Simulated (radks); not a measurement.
Values are calculated unless marked as measured or tabulated.
Neutral caesium, configuration [Xe] 6p1 (not the ground configuration).

Level of theory: Dirac Kohn-Sham, PBE, spin-unpolarised, spherical densities, finite nucleus; open shells fill j = l - 1/2 first; Fermi nuclear charge, rms radius 4.8041 fm (a radial shooting solver on a logarithmic mesh with Libxc functionals).

Energy parts (hartree):
part                       energy
total                  -7789.9300
kinetic                 8295.0097
electron-nucleus      -18939.7503
Hartree                 3047.4513
exchange-correlation    -192.6408

Orbitals (lengths in bohr, moments of r in powers of bohr; r(max) is where P^2 peaks):
orbital  occ.  eigenvalue (hartree)      <r^4>   r(max)
1s1/2       2             -1314.511  2.246e-06  0.01678
2s1/2       2             -206.1574  0.0003769  0.09503
2p1/2       2             -193.9540  0.0002392  0.07270
2p3/2       4             -181.0084  0.0002913  0.07768
3s1/2       2             -42.89438    0.01584   0.2727
3p1/2       2             -37.79574    0.01496   0.2592
3p3/2       4             -35.31489    0.01739   0.2702
3d3/2       4             -26.35522    0.01380   0.2186
3d5/2       6             -25.82855    0.01447   0.2217
4s1/2       2              -8.12946     0.4347   0.6430
4p1/2       2              -6.29968     0.5275   0.6568
4p3/2       4              -5.79371     0.6127   0.6810
4d3/2       4              -2.81872      1.079   0.7163
4d5/2       6              -2.73476      1.135   0.7245
5s1/2       2              -1.02422      17.53    1.546
5p1/2       2              -0.58040      33.98    1.729
5p3/2       4              -0.52014      41.12    1.804
5d3/2       0              -0.03990       2722    3.021
5d5/2       0              -0.03802       3056    3.116
6s1/2       0              -0.09762       2059    4.576
6p1/2       1              -0.04815       6627    6.663
6p3/2       0              -0.04550       7446    6.898

The highest occupied level is 6p1/2 at -1.310 eV. The configuration is held as typed, so some empty levels lie below it. The electron density at the nucleus is 2.962e+05 e/bohr^3.
